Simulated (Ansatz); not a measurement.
Ansatz (a program for electronic structure) input (B3LYP-D3(BJ)/def2-TZVP):

Ansatz 0.2 input:
```yaml
crystal:
  periodic: [false, false, false]
  atoms:
    - {symbol: Sc, position_ang: [-0.60879523, 0.06801408, 0.13549679]}
    - {symbol: Cl, position_ang: [0.18114545, 1.41737811, -1.46973941]}
    - {symbol: Cl, position_ang: [0.44350228, -1.53260935, 1.29825386]}
basis:
  gaussian:
    orbitals: def2-TZVP
hamiltonian:
  xc: b3lyp
  dispersion: d3bj
total_charge: 1
relax: {f_tol: 0.002, max_steps: 150}
```

End of the output:

```
reference -45743.63326887 eV, -1681.0475164825 hartree; 27, 27 occupied and 92, 92 virtual orbitals, 963 factors
relax step   3: F+E_penalty+E_count = -45743.79083782 eV  Δ(F+E_penalty+E_count) = -8.999e-3 eV  max|allowed force component| = 5.703e-1 eV/Å  Δτ_max = 0.1582 Å  (37 SCF iters, accepted)
these checks for a lower state are left out or cut short: starts, cluster_reference, orbital_swaps, neighbouring_geometries, increment
integrals: 0.07 GiB planned
963 factors; integrals over basis functions are off by at most 2.1e-4 eV
mean field: 0.49 GiB planned
mean field -45743.65044865 eV, -1681.0481478278 hartree, gradient 1.1e-5 eV, S^2 0.000000; 0 other end points of the search recorded, 0 dependent functions left out
the calculation of the forces begins
reference -45743.65069575 eV, -1681.0481569086 hartree; 27, 27 occupied and 92, 92 virtual orbitals, 963 factors
relax step   4: F+E_penalty+E_count = -45743.80641223 eV  Δ(F+E_penalty+E_count) = -1.557e-2 eV  max|allowed force component| = 1.103e-2 eV/Å  Δτ_max = 0.0561 Å  (33 SCF iters, accepted)
these checks for a lower state are left out or cut short: starts, cluster_reference, orbital_swaps, neighbouring_geometries, increment
integrals: 0.07 GiB planned
963 factors; integrals over basis functions are off by at most 2.1e-4 eV
mean field: 0.49 GiB planned
mean field -45743.65046206 eV, -1681.0481483210 hartree, gradient 5.5e-5 eV, S^2 0.000000; 0 other end points of the search recorded, 0 dependent functions left out
the calculation of the forces begins
reference -45743.65070913 eV, -1681.0481574006 hartree; 27, 27 occupied and 92, 92 virtual orbitals, 963 factors
relax step   5: F+E_penalty+E_count = -45743.80641738 eV  Δ(F+E_penalty+E_count) = -5.151e-6 eV  max|allowed force component| = 6.818e-4 eV/Å  Δτ_max = 0.0007 Å  (22 SCF iters, accepted)
integrals: 0.07 GiB planned
963 factors; integrals over basis functions are off by at most 2.1e-4 eV
mean field: 0.49 GiB planned
mean field evaluation 64: about -45743.6505 eV, gradient 5.4e-4 eV
mean field -45743.65046206 eV, -1681.0481483210 hartree, gradient 5.5e-5 eV, S^2 0.000000; 1 other end points of the search recorded, 0 dependent functions left out
the calculation of the forces begins
reference -45743.65070913 eV, -1681.0481574006 hartree; 27, 27 occupied and 92, 92 virtual orbitals, 963 factors
Total energy: -45743.80666445 eV, -1681.0538886529 hartree
Atom 0 at    -0.756627     0.088193     0.170988 Å, force    -0.000494     0.000067     0.000119 eV/Å
Atom 1 at     0.266619     1.277289    -1.365504 Å, force     0.000190     0.000615    -0.000668 eV/Å
Atom 2 at     0.505861    -1.412700     1.158528 Å, force     0.000305    -0.000682     0.000549 eV/Å
Dipole moment:    -1.271793     0.173485     0.305439 e Å
```

The spin state was set by rule; other spins were not relaxed.
